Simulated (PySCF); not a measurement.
Species: C2H5BF3O (charge -1).
SMILES: `C[BH2-]OC(F)(F)F`

A PySCF run (density fitting, gas phase, GFN2-xTB geometry) gave HOMO -4.33 eV, LUMO 4.74 eV and E = -478.383 Eh.

Question: Which of these levels was it?
A. B97-D/aug-pcSseg-1
B. PBE0/pcSseg-1
C. BHandHLYP/def2-SVPD

Answer: C. It is BHandHLYP/def2-SVPD. All candidates on this geometry:

```
                                                           level and settings           kind  basis functions  SCF cycles     E (Eh)  HOMO (eV)  LUMO (eV)
B97-D/aug-pcSseg-1, fitting basis def2-qzvpp-jkfit, energy threshold 1e-08 Eh            GGA              227          10  -478.6479      -1.60       2.69
                                                                PBE0/pcSseg-1  global hybrid              144          14  -478.3999      -2.81       6.19
                        BHandHLYP/def2-SVPD, grid level 3, level shift 0.2 Eh  global hybrid              192          11  -478.3829      -4.33       4.74
```

The nearest other candidate, by the summed differences of HOMO and LUMO, is PBE0/pcSseg-1: its HOMO differs by +1.52 eV and its LUMO by +1.45 eV. B97-D ran without the empirical dispersion term, which would shift the total energy alone. Cycle counts include a coarse-grid stage where the run had one.

The values belong to the conformer `[CH3:1][BH2-:2][O:3][C:4]([F:5])([F:6])[F:7]`: C1–B2–O3–C4 180°, B2–O3–C4–F5 -62°.
